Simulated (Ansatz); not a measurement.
Program: Ansatz.

The input (input.yaml):

```yaml
crystal:
  periodic: [false, false, false]
  atoms:
    - { symbol: "N", position_ang: [0.817625, 0.258153, 0.673039] }
    - { symbol: C, position_ang: [-0.150371, 0.178311, -0.103697] }
    - { symbol: Cl, position_ang: [-1.045117, 1.567747, -0.585799] }
    - { symbol: Br, position_ang: [-0.82332, -1.433245, -0.894482] }
    - { symbol: H, position_ang: [1.251082, -0.644666, 0.86954] }
basis:
  gaussian: { orbitals: def2-SVP }
hamiltonian:
  xc: pbe0
  dispersion: d4
md:
  timestep: -0.5
  n_steps: 25
  ensemble: nvt_langevin
  temperature: 500.0
  initial_velocities: maxwell_boltzmann
  seed: 46146
  friction: 0.05
scf:
  lower_state_search: "off"
```

Run as:

```bash
$ ansatz run input.yaml --threads 1 --pin off --max-ram 2048MiB --backend cpu --events-out ev --progress --plain --runs-dir out
```

Question: What does the program answer?

Answer: The program refused the input.

```
Error: invalid value for `md.timestep`: must be finite and > 0; got -0.5 fs
```
